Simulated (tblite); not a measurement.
A tight-binding relaxation on `CSc1[nH]nnc1C=O`.

Computed with GFN2-xTB geometry optimisation, gas phase (tblite 0.8.0). Start geometry: from a force field or distance geometry. The input is one job of a driver script: a line of settings, then coordinates in Å.

Command:
```bash
OMP_NUM_THREADS=1 python probes_run.py task.json out
```

Input:
```
{"job": {"kind": "relax", "xc": "GFN2-xTB", "basis": "xTB"}, "charge": 0, "multiplicity": 1}
C      2.130100    -0.483600    -0.601400
S      0.768600     0.129700    -1.652400
C     -0.400100     0.546400    -0.459400
N     -0.851700     1.845900    -0.415100
N     -1.761700     2.004000     0.573000
N     -1.955200     0.822500     1.132800
C     -1.134900    -0.094400     0.509000
C     -1.141900    -1.482600     0.907500
O     -0.440100    -2.370000     0.415400
H      2.384600     0.264600     0.157100
H      1.848100    -1.415700    -0.105000
H      2.994600    -0.672000    -1.224300
H     -0.584900     2.631200    -0.967400
H     -1.856400    -1.726400     1.708200
```

Output:
```
step      E/eV     max force
  0    -738.17503    2.690
  1    -738.30636    2.460
  2    -738.35452    0.847
  3    -738.36356    0.401
  4    -738.36907    0.183
  5    -738.37476    0.162
  6    -738.37672    0.139
  7    -738.37881    0.119
  8    -738.38169    0.202
  9    -738.38547    0.239
... (45 lines left out)
 55    -738.49319    0.020
 56    -738.49327    0.024
 57    -738.49336    0.031
 58    -738.49346    0.030
 59    -738.49354    0.025
 60    -738.49361    0.020
 61    -738.49366    0.022
 62    -738.49371    0.020
 63    -738.49375    0.016
 64    -738.49377    0.009
```

«max force» is the largest atomic force in eV/Å.

From which step on does the largest force stay under 0.1 eV/Å, and how much energy is left to gain from there?

From step 37 (0.086 eV/Å), 5.1 meV above the end.

In short: energy lowered by 7.4 kcal/mol over 64 steps; largest atomic force 0.009 eV/Å at the end.

On Arm Neoverse V2, one thread, no GPU, on a shared host, this took 0.34 s of wall time.
Labels such as C1 count atoms from 1, the log's own numbers from 0.
